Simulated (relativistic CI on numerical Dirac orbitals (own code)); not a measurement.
**One change at a time: Yb30+**

Base calculation: Dirac-Coulomb-Breit CI, KLI orbitals optimised for each configuration, a model potential for QED, unscaled Slater integrals.

CI space (outside the closed core [Ar] 3d10): 4s²4p⁶4d⁴, 4s²4p⁵4d⁵, 4s²4p⁶4d³4f, 4s4p⁶4d⁵, 4s4p⁶4d⁴4f, 4s²4p⁶4d³5s, 4s²4p⁶4d³5d, 4s²4p⁶4d³5g, 4p⁶4d⁶, 4p⁵4d⁷, 4s²4p⁶4d²5s², 4s²4p⁶4d4f5s², 4s4p⁶4d²4f5s², 4s²4p⁶4d5s²5d. Double excitations out of closed p, d and f shells are left out; levels of such configurations are missing from the list, as are those of other unlisted configurations, and high levels can miss mixing partners.

The lowest level and the first level of each name with at least 55 % of one term (blank where a level has no safe partner in the second run):

```tsv
Level	Base (cm⁻¹)	Shift (cm⁻¹)
4s²4p⁶4d⁴ ³P0	0	0
4s²4p⁶4d⁴ ⁵D1	78075	-831
4s²4p⁶4d⁴ ⁵D2	113816	-388
4s²4p⁶4d⁴ ⁵D0	184917	+227
4s²4p⁶4d⁴ ³H5	215078	-994
4s²4p⁶4d⁴ ³G4	237831	+853
4s²4p⁶4d⁴ ³D1	322708	+1601
4s²4p⁶4d⁴ ³G5	325144	-251
4s²4p⁶4d⁴ ¹S0	394361	+5268
4s²4p⁶4d⁴ ¹D2	412038	+2487
4s²4p⁵4d⁵ ⁵P°1	1328429
```

At this charge energies of transitions that change n are usually good to better than 1 %, and those within a shell (Δn = 0) to a few per cent. Terms inside the open d or f shell come out 10 to 20 % too wide with unscaled integrals.

(1) One thing was changed in a second run, which moved the levels as shown. Which?
A. only the first configuration
B. Breit term removed
C. P86 correlation estimate
D. QED terms removed
E. one mean potential for all configurations

## Answers

(1) A. Only the first configuration. With fewer configurations the levels that remain lose their mixing partners.

LS names give the leading component of a level, which can be under half, so a name can repeat, a term be missing and a line seem to break the LS rules.
